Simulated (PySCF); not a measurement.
Identify the unknown among the candidates.

| technique | computed result |
| --- | --- |
| UV, first state | lowest singlet excitation: 6.45 eV (192 nm, f = 0.000) [TDDFT B3LYP/def2-SVPD] |
| Polarisability | 125.7 au [B3LYP/def2-SVPD] |
| Triplet | lowest triplet excitation (Tamm–Dancoff): 5.86 eV [TDA B3LYP/def2-SVPD] |
| Dipole | 0.19 D [B3LYP/def2-SVPD] |
| Valence photoelectron | vertical ionisation energy: 9.67 eV [ΔSCF B3LYP/def2-SVPD] |
| XPS | Si2p3/2 106.0, Si2p3/2 106.4 (×3), Si1s 1845.6, Si1s 1846.2 (×3) eV [ΔSCF SCAN, pcX-2 on the ionised atom, pcseg-1 elsewhere, spin-free X2C, 2p3/2 from a spin–orbit splitting computed afterwards within the 2p shell] |
| Rotational structure | rotational constants A, B, C: 1.894, 1.870, 1.046 GHz [PBE0-D3(BJ)/def2-SVP] |

Electronic properties: PySCF, gas phase, density fitting. Levels stand in brackets. Isolated species at its PBE0-D3(BJ)/def2-SVP geometry, gas phase.

Task: Which candidate is it?
A. `[SiH3][SiH]([SiH3])[SiH3]`
B. `[SiH3][SiH2][SiH2][SiH3]`
C. `[SiH3][SiH2][SiH3]`

Result: A. It is `[SiH3][SiH]([SiH3])[SiH3]`. Numbering: `[SiH3:1][SiH:2]([SiH3:3])[SiH3:4]`. Its formula, Si4H10, gives 0 degrees of unsaturation, so no ring and no π bond. The core levels belong to: Si2p3/2 106.0 eV, SiH silicon [Si2]; Si2p3/2 106.4 eV, SiH3 silicon [Si1/Si3/Si4]; Si1s 1845.6 eV, SiH silicon [Si2]; Si1s 1846.2 eV, SiH3 silicon [Si1/Si3/Si4]. One atom of each topological class was ionised and stands for its class. By its constants the optimised geometry is a nearly oblate symmetric top.

The others, at the same levels:
- `[SiH3][SiH2][SiH2][SiH3]` fails: its computed core binding energies are Si2p3/2 106.2 (×2), Si2p3/2 106.4 (×2), Si1s 1845.8 (×2), Si1s 1846.2 (×2) eV, rotational constant A is 7.361 GHz (against 1.894 GHz) and smallest rotational constant is 0.767 GHz (against 1.046 GHz).
- `[SiH3][SiH2][SiH3]` fails: its computed core binding energies are Si2p3/2 106.3, Si2p3/2 106.5 (×2), Si1s 1846.0, Si1s 1846.2 (×2) eV, rotational constant A is 8.822 GHz (against 1.894 GHz) and smallest rotational constant is 1.762 GHz (against 1.046 GHz).

Each candidate is one conformer, not necessarily the lowest. Dipoles, sizes and rotational constants follow the conformer. The torsions of the flexible species, by atom-mapped SMILES:
- `[SiH3:1][SiH2:2][SiH2:3][SiH3:4]`: Si1–Si2–Si3–Si4 -179°
